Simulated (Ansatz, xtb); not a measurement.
## Redistribution: C2H3Br + C2H5Br → C3H6 + CH2Br2

Species: C2H3Br (vinyl bromide) `C=CBr`, singlet; C2H5Br (bromoethane) `CCBr`, singlet; C3H6 (propene) `C=CC`, singlet; CH2Br2 (dibromomethane) `BrCBr`, singlet. The partners trade Br for CH3; both sit on C, so the bond types are kept.

Shapes, held fixed at every level: PBE0-D4/def2-TZVP. Programs: Ansatz 0.2.0, xtb 6.7.1. The zero-point and thermal change to 298 K, harmonic and unscaled (PBE0-D4/def2-TZVP), is -0.5 kJ/mol.

**Question.** Estimate the reaction enthalpy at 298 K.

**Answer.** From tabulated heats of formation (Active Thermochemical Tables), ΔH(298 K) = +12.9 kJ/mol. Nearest: wB97M-V/def2-TZVPP (+2.1); farthest: GFN2-xTB (+18.4). 8 of 9 levels lie within 10 kJ/mol. Relativity is left out for Br. Outer-core shells of Br are correlated, in sets that cover them unevenly.

```
             level                    kind  ΔH (kJ/mol)  computed − measured
          GFN2-xTB          semi-empirical        +31.3                +18.4
wB97M-V/def2-TZVPP  range-separated hybrid        +15.0                 +2.1
wB97X-V/def2-TZVPP  range-separated hybrid        +15.4                 +2.5
 B2PLYP/def2-TZVPP           double hybrid        +15.3                 +2.3
      MP2/def2-SVP     perturbation theory        +18.8                 +5.8
    MP2/def2-TZVPP     perturbation theory        +16.4                 +3.5
     CCSD/def2-SVP   coupled cluster or CI        +18.2                 +5.3
   CCSD/def2-TZVPP   coupled cluster or CI        +16.2                 +3.3
CCSD(T)/def2-TZVPP   coupled cluster or CI        +16.4                 +3.5
```
